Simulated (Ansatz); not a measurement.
Born–Oppenheimer molecular dynamics of H5NSi + HCN (or HNC) (10 atoms, charge 0, multiplicity 1). It starts from a relaxed structure.

These are results of RKS BHLYP/6-31G in Ansatz, not measurements.

```
ensemble                      : NVE (velocity Verlet)
time step                     : 0.5 fs
steps asked                   : 400
starting velocities drawn for : 700 K
seed                          : 649423
```

Frames 0.5 fs apart, positions in Å.

Velocities at 100.0 fs (Å/ps):

```
C 4.30 4.43 -7.22
N -1.06 0.72 -1.45
H 17.91 -7.36 -22.67
Si -2.26 2.07 2.25
N -3.94 -7.13 4.33
H 12.04 16.28 31.15
H 8.77 3.08 2.09
H 12.31 -20.51 -15.96
H 15.77 -10.86 -26.18
H 14.49 -2.06 15.09
```

```xyz
10
Properties=species:S:1:pos:R:3 time_fs=100.0 energy_less_start_eV=0.340 T=373
C 0.597 0.268 -3.038
N 0.697 1.009 -3.879
H 0.495 -0.327 -2.202
Si -0.134 -0.731 1.804
N -0.337 0.194 0.313
H -1.508 -0.807 2.564
H 0.169 -2.168 1.522
H 0.944 -0.119 2.564
H 0.317 0.890 0.080
H -1.237 0.274 -0.157
10
Properties=species:S:1:pos:R:3 time_fs=100.5 energy_less_start_eV=0.341 T=373
C 0.599 0.270 -3.041
N 0.696 1.009 -3.880
H 0.504 -0.332 -2.212
Si -0.136 -0.730 1.805
N -0.339 0.190 0.315
H -1.501 -0.799 2.579
H 0.173 -2.167 1.523
H 0.951 -0.129 2.556
H 0.325 0.886 0.067
H -1.228 0.273 -0.149
10
Properties=species:S:1:pos:R:3 time_fs=101.0 energy_less_start_eV=0.340 T=373
C 0.601 0.272 -3.044
N 0.696 1.010 -3.882
H 0.512 -0.339 -2.220
Si -0.137 -0.729 1.806
N -0.342 0.186 0.317
H -1.491 -0.790 2.593
H 0.178 -2.165 1.525
H 0.958 -0.138 2.550
H 0.334 0.882 0.053
H -1.220 0.272 -0.141
10
Properties=species:S:1:pos:R:3 time_fs=101.5 energy_less_start_eV=0.339 T=374
C 0.603 0.273 -3.046
N 0.695 1.012 -3.884
H 0.520 -0.348 -2.224
Si -0.138 -0.728 1.807
N -0.344 0.183 0.319
H -1.478 -0.780 2.607
H 0.184 -2.163 1.526
H 0.967 -0.146 2.545
H 0.342 0.878 0.039
H -1.211 0.271 -0.133
10
Properties=species:S:1:pos:R:3 time_fs=102.0 energy_less_start_eV=0.334 T=379
C 0.605 0.273 -3.048
N 0.695 1.014 -3.887
H 0.528 -0.359 -2.227
Si -0.140 -0.727 1.808
N -0.345 0.179 0.322
H -1.464 -0.770 2.618
H 0.189 -2.161 1.528
H 0.977 -0.154 2.541
H 0.349 0.873 0.025
H -1.205 0.270 -0.126
10
Properties=species:S:1:pos:R:3 time_fs=102.5 energy_less_start_eV=0.321 T=392
C 0.607 0.274 -3.049
N 0.695 1.017 -3.891
H 0.535 -0.372 -2.228
Si -0.142 -0.727 1.810
N -0.347 0.176 0.324
H -1.447 -0.759 2.630
H 0.195 -2.160 1.530
H 0.989 -0.160 2.538
H 0.354 0.866 0.013
H -1.201 0.270 -0.121
10
Properties=species:S:1:pos:R:3 time_fs=103.0 energy_less_start_eV=0.297 T=415
C 0.609 0.273 -3.050
N 0.695 1.020 -3.895
H 0.542 -0.385 -2.228
Si -0.143 -0.726 1.811
N -0.348 0.173 0.326
H -1.429 -0.748 2.640
H 0.200 -2.158 1.532
H 1.000 -0.166 2.536
H 0.356 0.857 0.002
H -1.202 0.270 -0.118
10
Properties=species:S:1:pos:R:3 time_fs=103.5 energy_less_start_eV=0.265 T=445
C 0.610 0.273 -3.050
N 0.695 1.024 -3.899
H 0.549 -0.399 -2.228
Si -0.145 -0.725 1.812
N -0.349 0.170 0.328
H -1.409 -0.736 2.649
H 0.205 -2.156 1.535
H 1.013 -0.171 2.534
H 0.356 0.846 -0.009
H -1.206 0.270 -0.117
10
Properties=species:S:1:pos:R:3 time_fs=104.0 energy_less_start_eV=0.235 T=474
C 0.612 0.272 -3.049
N 0.694 1.028 -3.904
H 0.556 -0.412 -2.227
Si -0.147 -0.725 1.813
N -0.349 0.168 0.330
H -1.389 -0.725 2.658
H 0.210 -2.155 1.537
H 1.026 -0.176 2.534
H 0.354 0.833 -0.017
H -1.213 0.271 -0.118
10
Properties=species:S:1:pos:R:3 time_fs=104.5 energy_less_start_eV=0.219 T=489
C 0.614 0.271 -3.049
N 0.694 1.031 -3.909
H 0.562 -0.425 -2.228
Si -0.149 -0.725 1.814
N -0.349 0.165 0.332
H -1.368 -0.712 2.667
H 0.215 -2.153 1.540
H 1.039 -0.180 2.533
H 0.350 0.817 -0.024
H -1.223 0.272 -0.120
10
Properties=species:S:1:pos:R:3 time_fs=105.0 energy_less_start_eV=0.224 T=484
C 0.616 0.269 -3.048
N 0.694 1.036 -3.914
H 0.569 -0.437 -2.229
Si -0.151 -0.724 1.815
N -0.349 0.163 0.334
H -1.347 -0.700 2.675
H 0.220 -2.151 1.543
H 1.052 -0.183 2.533
H 0.344 0.800 -0.030
H -1.235 0.273 -0.122
10
Properties=species:S:1:pos:R:3 time_fs=105.5 energy_less_start_eV=0.253 T=456
C 0.618 0.268 -3.047
N 0.694 1.040 -3.919
H 0.575 -0.448 -2.233
Si -0.153 -0.724 1.817
N -0.348 0.161 0.336
H -1.327 -0.687 2.684
H 0.223 -2.150 1.546
H 1.064 -0.186 2.533
H 0.338 0.783 -0.035
H -1.246 0.274 -0.125
```

Of the whole run (200 fs, mean temperature of the second half 318 K): The conserved energy stayed within 0.37 meV per atom of its start (net change 0.074 meV per atom), so the integration is sound. The temperature averaged 0.45 of the 700 K drawn at the start: a run that starts near a minimum puts about half its kinetic energy into the potential. A run of 0.2 ps of so small a system gives no equilibrium averages. Limits of this set-up: no polarisation functions.

Time of the run: 12 min on 1 thread of Arm Neoverse V1, with other jobs on the host, peak memory 0.1 GiB.
